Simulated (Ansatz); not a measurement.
BiClH2 (SMILES [Cl][BiH2]) moved off its minimum; all values from Ansatz (a quantum-chemistry and plane-wave program), cores frozen in correlated methods. Elements past Kr take the def2 small-core potentials, without spin–orbit coupling.
(charge 0, multiplicity 1)
```xyz
4

Bi    -0.20872    -0.21750     0.26147
H     -1.59661     0.38995    -0.71958
H     -0.06749    -1.72338    -0.83635
Cl     1.52265     1.16906    -1.09434
```

Forces at PBE/def2-TZVPP (eV/Å):

```json
[
 {"atom": "Bi1", "Fx": "0.845", "Fy": "0.123", "Fz": "-0.812"},
 {"atom": "H2", "Fx": "-0.070", "Fy": "-0.022", "Fz": "-0.059"},
 {"atom": "H3", "Fx": "-0.076", "Fy": "0.473", "Fz": "0.308"},
 {"atom": "Cl4", "Fx": "-0.698", "Fy": "-0.574", "Fz": "0.563"}
]
```

Problem. Give the forces (eV/Å), the total energy and the dipole at CCSD(T)/def2-TZVPPD.

Solution. 
```csv
atom,Fx,Fy,Fz
Bi1,0.817,0.102,-0.998
H2,0.033,-0.038,0.005
H3,-0.058,0.586,0.382
Cl4,-0.792,-0.650,0.611
```
Energy -674.6054 hartree, dipole 4.02 D.
